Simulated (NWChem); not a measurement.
germanium monotelluride (GeTe, singlet); SMILES [Ge]=[Te]

Results from NWChem. Low-valent species are run as closed-shell singlets; no triplet was tried in these runs. Geometry: optimised at PBE0/def2-SVP. def2 effective core potentials on Te; no spin-orbit coupling. Vertical excitations in the gas phase.

Problem. Estimate the computed values for B3LYP/def2-SVPD, TDA. Quantities: lowest excitation, singlet (eV); oscillator strength of that lowest state; orbital gap (eV).

Solution. The lowest excitation, singlet (eV) comes out as 2.84. The oscillator strength of that lowest state is 0.000 and the orbital gap (eV) comes out as 4.07.
